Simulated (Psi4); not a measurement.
This Psi4 input (MP2/pcseg-2) gives -81.84912 Eh with 116 basis functions.

```
memory 8100 MB

molecule {
0 1
B    -0.77657967    0.03230627   -0.00413419
N     0.60979542   -0.02536793    0.00324630
H    -1.39837774   -0.98543134   -0.02544751
H    -1.31189213    1.09818051    0.01101914
H     1.19719081    0.79223349    0.02089926
H     1.12740949   -0.88893853   -0.00852404
}

set {
  basis pcseg-2
  scf_type df
  freeze_core true
}

energy('mp2')
print_variables()
```

Change:
```diff
- basis pcseg-2
+ basis cc-pvqz
```

### Question
What does the run give now?

### Answer
-81.88239 Eh (MP2/cc-pVQZ, 230 functions), a change of -33.27 mEh.
